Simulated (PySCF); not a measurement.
Run record: C34H52B4O8

The script drives PySCF SCF with an in-house response code with single-precision fitted integrals, so total energies wander by about 1e-6 Eh between cycles (the fitting error itself is about 1e-3 Eh and cancels in differences); atoms count from 0. Kgrid is the grid level of the response kernel; vcut the energy (Eh) above which virtual orbitals leave the response; delta the states run by ΔSCF (the anion only where the lumo is low enough to bind); pop asks for populations, which are stored and not printed; grid is the SCF grid level (2 if not given).

The basis has no diffuse functions, so the polarisability comes out too low.

Job and coordinates (Å):

```
{"job": {"kind": "uv", "basis": "def2-SVP", "grid": 1, "kgrid": 0, "vcut": 1.5, "nstates": 6, "ntriplets": 2, "tda": true, "delta": [], "pop": true, "xc": "CAM-B3LYP"}, "charge": 0, "multiplicity": 1}
C      5.750103    -2.394520    -1.401102
C      4.522784    -2.160277    -2.289672
C      4.546122    -3.165966    -3.440649
O      3.372430    -2.390230    -1.484161
B      2.795132    -1.191594    -1.155877
C      1.406206    -1.165699    -0.435613
C      0.716109    -2.359844    -0.406251
C     -0.608972    -2.423631     0.026608
C     -1.349863    -1.280827     0.246852
B     -2.734065    -1.482321     0.948265
O     -3.405344    -0.570254     1.717337
C     -4.302244    -1.270499     2.579860
C     -5.621636    -0.513396     2.704514
C     -3.624933    -1.314870     3.957315
C     -4.416715    -2.687075     1.909519
C     -5.629880    -2.825956     0.982821
C     -4.401103    -3.860694     2.888822
O     -3.255704    -2.742049     1.088022
C     -0.708136    -0.021567     0.071344
C     -1.445950     1.196011     0.028636
B     -2.948961     1.309358    -0.394190
O     -3.701497     0.357262    -1.029270
C     -4.782998     1.003509    -1.701922
C     -4.384107     1.078724    -3.183005
C     -6.061139     0.177358    -1.583832
C     -4.848070     2.413259    -1.010396
C     -5.080034     3.583256    -1.965885
C     -5.871968     2.483484     0.128481
O     -3.558377     2.536479    -0.421755
C     -0.745339     2.382456     0.105423
C      0.640093     2.399602     0.274777
C      1.392316     1.247808     0.166877
B      2.889222     1.360412     0.607120
O      3.444649     2.593613     0.825800
C      4.738416     2.436579     1.397136
C      5.757145     2.729973     0.290435
C      4.918161     3.450662     2.526820
C      4.740247     0.932860     1.855873
C      6.050171     0.188689     1.606743
C      4.349078     0.754914     3.330131
O      3.683446     0.354831     1.089344
C      0.709692     0.020225    -0.066578
O      3.420493    -0.143657    -1.776389
C      4.345176    -0.662586    -2.732544
C      3.671447    -0.519493    -4.105078
C      5.630828     0.159884    -2.732638
H      5.715984    -3.417658    -1.033224
H      5.714494    -1.731403    -0.542308
H      6.674389    -2.247974    -1.952750
H      3.610474    -3.157558    -3.989876
H      5.366048    -2.941995    -4.117921
H      4.689045    -4.164306    -3.034617
H      1.229523    -3.261976    -0.702785
H     -1.079405    -3.384383     0.171589
H     -5.427435     0.465542     3.136671
H     -6.092166    -0.374051     1.736978
H     -6.301827    -1.057360     3.355541
H     -3.436346    -0.293161     4.279143
H     -2.666822    -1.823460     3.883891
H     -4.250961    -1.810184     4.693871
H     -5.618739    -2.031750     0.242534
H     -6.561139    -2.808614     1.541619
H     -5.552353    -3.774611     0.456385
H     -5.230664    -3.779475     3.586369
H     -3.466868    -3.899863     3.439356
H     -4.502330    -4.788018     2.330179
H     -3.460056     1.640320    -3.293631
H     -5.165847     1.532965    -3.785024
H     -4.204291     0.066570    -3.538185
H     -5.901196    -0.791361    -2.050931
H     -6.337700     0.017509    -0.547313
H     -6.877289     0.682237    -2.095434
H     -6.016675     3.454895    -2.501895
H     -4.264990     3.673889    -2.676292
H     -5.128740     4.504561    -1.390787
H     -6.888831     2.411058    -0.246567
H     -5.676989     1.690676     0.844181
H     -5.752116     3.434413     0.642929
H     -1.292142     3.312700     0.059825
H      1.145993     3.334107     0.467678
H      5.593390     2.054592    -0.543808
H      6.776686     2.639625     0.654106
H      5.596053     3.744915    -0.065366
H      4.919737     4.452554     2.104092
H      5.863377     3.281881     3.036299
H      4.103854     3.389097     3.241648
H      6.321764     0.202058     0.556522
H      6.849752     0.642095     2.187968
H      5.931681    -0.846390     1.919002
H      3.401420     1.249490     3.527906
H      5.114764     1.143800     3.995219
H      4.216957    -0.307406     3.522720
H      4.319625    -0.867275    -4.904349
H      3.441916     0.531537    -4.265164
H      2.734666    -1.070707    -4.121203
H      6.096630     0.166164    -1.753096
H      5.395175     1.184800    -3.009552
H      6.331361    -0.247538    -3.457652
```

Command:

```bash
OMP_NUM_THREADS=8 python large_run.py task.json out
```

Q: What does the program print?

A: 
```
start: PBE on a coarse grid of 75692 points
cycle   1  E = -2023.1319363221  dE =  5.787e+00  |g| = 2.037e+00  |ddm| = 1.176e+01
cycle   2  E = -2021.3112408338  dE =  1.821e+00  |g| = 3.605e+00  |ddm| = 8.039e+00
cycle   3  E = -2023.9946089950  dE = -2.683e+00  |g| = 5.219e-01  |ddm| = 6.019e+00
cycle   4  E = -2024.0536709718  dE = -5.906e-02  |g| = 1.245e-01  |ddm| = 7.137e-01
cycle   5  E = -2024.0569733723  dE = -3.302e-03  |g| = 4.097e-02  |ddm| = 2.091e-01
cycle   6  E = -2024.0572894184  dE = -3.160e-04  |g| = 2.114e-02  |ddm| = 8.963e-02
cycle   7  E = -2024.0573914076  dE = -1.020e-04  |g| = 7.297e-03  |ddm| = 3.366e-02
final grid: 320670 points
cycle   8  E = -2026.1033495792  dE = -3.206e-02  |g| = 1.538e-01  |ddm| = 9.484e-01
cycle   9  E = -2026.1021996555  dE =  1.150e-03  |g| = 1.795e-01  |ddm| = 2.892e-01
cycle  10  E = -2026.1080119335  dE = -5.812e-03  |g| = 1.391e-02  |ddm| = 1.706e-01
cycle  11  E = -2026.1080564177  dE = -4.448e-05  |g| = 5.904e-03  |ddm| = 2.587e-02
cycle  12  E = -2026.1080677704  dE = -1.135e-05  |g| = 1.886e-03  |ddm| = 1.059e-02
cycle  13  E = -2026.1080668240  dE =  9.464e-07  |g| = 5.677e-04  |ddm| = 3.184e-03
cycle  14  E = -2026.1080658591  dE =  9.649e-07  |g| = 2.269e-04  |ddm| = 1.420e-03
cycle  15  E = -2026.1080663232  dE = -4.641e-07  |g| = 8.479e-05  |ddm| = 5.951e-04
converged SCF energy = -2026.1080663232

Static polarisability (au): isotropic 429.651, principal 348.366 417.437 523.151

Singlet excitations
state   eV       nm        f      main configurations
  1   4.2095    294.5   0.42415   H->L 0.92
  2   4.2903    289.0   0.04271   H-1->L 0.68, H->L+2 0.29
  3   5.3395    232.2   0.02830   H->L+1 0.94
  4   5.5883    221.9   0.04126   H-2->L 0.94
  5   5.7546    215.5   0.00090   H-1->L+1 0.76, H-2->L+2 0.18
  6   5.7641    215.1   0.61136   H->L+2 0.57, H-1->L 0.21

Triplet excitations (Tamm-Dancoff, eV): 2.6522 3.5471
```

The run took 5.3 min of wall time on 8 threads of Arm Neoverse N1 (shared host), peak memory 6.1 GiB.
